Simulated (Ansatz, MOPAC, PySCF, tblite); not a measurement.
Scan of H₂B (anion, charge -1), singlet: symmetric bend, bond length relaxed. Scanned: H-B-H angle. Other coordinates (B-H bond length) were minimised at PBE0/def2-TZVP.

- PM7, restricted, heats of formation (MOPAC)
- RMP2/3-21G = restricted MP2 (frozen core)/3-21G in PySCF 2.14.0
- GFN2-xTB, 300 K electronic temperature (tblite)
- FCI/aug-cc-pVDZ = full CI/aug-cc-pVDZ, frozen core in Ansatz (a first-principles code)

Energies relative to the lowest point of each profile, in mEh; the last columns give the difference from FCI:

```csv
a / °,PM7,RMP2/3-21G,GFN2-xTB,FCI/aug-cc-pVDZ,PM7 − FCI/aug-cc-pVDZ,RMP2/3-21G − FCI/aug-cc-pVDZ,GFN2-xTB − FCI/aug-cc-pVDZ
180,41.0,60.7,91.0,30.6,10.4,30.2,60.4
167.76,40.4,57.3,81.5,29.5,10.9,27.8,52.0
161.71,39.7,53.3,73.7,27.7,11.9,25.6,45.9
150.53,37.4,42.7,55.4,22.1,15.4,20.6,33.3
139.12,33.9,29.5,36.0,14.5,19.3,14.9,21.4
129.31,29.8,18.3,21.4,8.2,21.6,10.0,13.1
121.07,26.1,10.2,11.6,3.9,22.2,6.3,7.7
109.08,21.0,2.2,2.4,0.1,20.9,2.1,2.3
100.87,18.3,0.0,0.0,0.0,18.3,0.0,0.0
90.51,15.6,1.7,2.4,3.2,12.4,-1.6,-0.9
79.41,12.8,9.4,13.3,11.5,1.3,-2.1,1.9
70.55,9.0,20.3,30.8,21.7,-12.7,-1.4,9.1
60,0.0,39.0,66.7,38.2,-38.2,0.8,28.6
```

PM7 is furthest from FCI/aug-cc-pVDZ at 60 (-38.2 mEh, below); its mean absolute difference over the points is 16.6 mEh.

RMP2/3-21G is furthest from FCI/aug-cc-pVDZ at 180 (30.2 mEh, above); its mean absolute difference over the points is 11.0 mEh.

GFN2-xTB is furthest from FCI/aug-cc-pVDZ at 180 (60.4 mEh, above); its mean absolute difference over the points is 21.3 mEh.
